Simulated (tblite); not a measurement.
Isomers of CH14OSi5. Method: GFN2-xTB as coded in tblite; computed harmonic values from a numerical Hessian at the method's own geometry, unscaled. This tight-binding method is rough: wavenumbers can miss measured ones by several per cent, in bad cases by 10 to 20. Modes of hydrogen on silicon can be 10 to 20 % off. One conformer each.

Electronic energies: GFN2-xTB at the same geometries; isomer energies are rough at this level and their order can be wrong.

```json
{"SMILES": "C[SiH2][Si]([SiH3])([SiH3])O[SiH3]", "electronic energy, lowest = 0 (kJ/mol)": "4.5"}
{"SMILES": "C[Si@H](O[SiH3])[SiH]([SiH3])[SiH3]", "electronic energy, lowest = 0 (kJ/mol)": "8.7"}
{"SMILES": "[SiH3]OC[Si@H]([SiH3])[SiH2][SiH3]", "electronic energy, lowest = 0 (kJ/mol)": "163.8"}
{"SMILES": "C[Si@H]([SiH2][SiH3])[SiH2]O[SiH3]", "electronic energy, lowest = 0 (kJ/mol)": "0.0"}
{"SMILES": "O[SiH2]C[Si]([SiH3])([SiH3])[SiH3]", "electronic energy, lowest = 0 (kJ/mol)": "189.1"}
{"SMILES": "C[SiH2][SiH2][Si@@H]([SiH3])O[SiH3]", "electronic energy, lowest = 0 (kJ/mol)": "6.7"}
{"SMILES": "[SiH3]CO[Si@@H]([SiH3])[SiH2][SiH3]", "electronic energy, lowest = 0 (kJ/mol)": "170.7"}
```

Problem. How do GFN2-xTB zero-point energies change the relative energies?

Solution. 
```json
{"SMILES": "C[Si@H]([SiH2][SiH3])[SiH2]O[SiH3]", "ZPE (kJ/mol)": "340.4", "of it from modes above 1550 cm⁻¹": "198.6", "electronic (kJ/mol)": "0.0", "with ZPE, lowest = 0 (kJ/mol)": "0.0", "lowest mode (cm⁻¹)": "14", "rings": "0"}
{"SMILES": "C[SiH2][Si]([SiH3])([SiH3])O[SiH3]", "ZPE (kJ/mol)": "338.1", "of it from modes above 1550 cm⁻¹": "199.9", "electronic (kJ/mol)": "4.5", "with ZPE, lowest = 0 (kJ/mol)": "2.2", "lowest mode (cm⁻¹)": "13", "rings": "0"}
{"SMILES": "C[SiH2][SiH2][Si@@H]([SiH3])O[SiH3]", "ZPE (kJ/mol)": "339.2", "of it from modes above 1550 cm⁻¹": "198.5", "electronic (kJ/mol)": "6.7", "with ZPE, lowest = 0 (kJ/mol)": "5.6", "lowest mode (cm⁻¹)": "15i", "rings": "0"}
{"SMILES": "C[Si@H](O[SiH3])[SiH]([SiH3])[SiH3]", "ZPE (kJ/mol)": "339.0", "of it from modes above 1550 cm⁻¹": "199.5", "electronic (kJ/mol)": "8.7", "with ZPE, lowest = 0 (kJ/mol)": "7.3", "lowest mode (cm⁻¹)": "4", "rings": "0"}
{"SMILES": "[SiH3]OC[Si@H]([SiH3])[SiH2][SiH3]", "ZPE (kJ/mol)": "334.1", "of it from modes above 1550 cm⁻¹": "193.2", "electronic (kJ/mol)": "163.8", "with ZPE, lowest = 0 (kJ/mol)": "157.5", "lowest mode (cm⁻¹)": "12", "rings": "0"}
{"SMILES": "[SiH3]CO[Si@@H]([SiH3])[SiH2][SiH3]", "ZPE (kJ/mol)": "332.8", "of it from modes above 1550 cm⁻¹": "192.3", "electronic (kJ/mol)": "170.7", "with ZPE, lowest = 0 (kJ/mol)": "163.1", "lowest mode (cm⁻¹)": "15i", "rings": "0"}
{"SMILES": "O[SiH2]C[Si]([SiH3])([SiH3])[SiH3]", "ZPE (kJ/mol)": "337.7", "of it from modes above 1550 cm⁻¹": "203.5", "electronic (kJ/mol)": "189.1", "with ZPE, lowest = 0 (kJ/mol)": "186.4", "lowest mode (cm⁻¹)": "28", "rings": "0"}
```

The zero-point energies span 7.6 kJ/mol, from `[SiH3]CO[Si@@H]([SiH3])[SiH2][SiH3]` to `C[Si@H]([SiH2][SiH3])[SiH2]O[SiH3]`. Slightly imaginary modes are left out of the zero-point energy: `C[SiH2][SiH2][Si@@H]([SiH3])O[SiH3]` 15.2i, 12.1i, 9.4i cm⁻¹ and `[SiH3]CO[Si@@H]([SiH3])[SiH2][SiH3]` 14.8i cm⁻¹. The order is unchanged.
